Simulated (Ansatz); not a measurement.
Species: H3B, SMILES `B` (charge 0, multiplicity 1), formula H$_{3}$B.

Q: How many basis functions does frozen-core CCSD(T)/cc-pVTZ // PBE-D3(BJ)/def2-TZVP run with Ansatz (a program for electronic structure) use, how many core orbitals are frozen, and how many electrons are correlated?

A: 72 basis functions and 1 frozen orbitals, which leaves 6 correlated electrons. Core time is of the order of seconds.
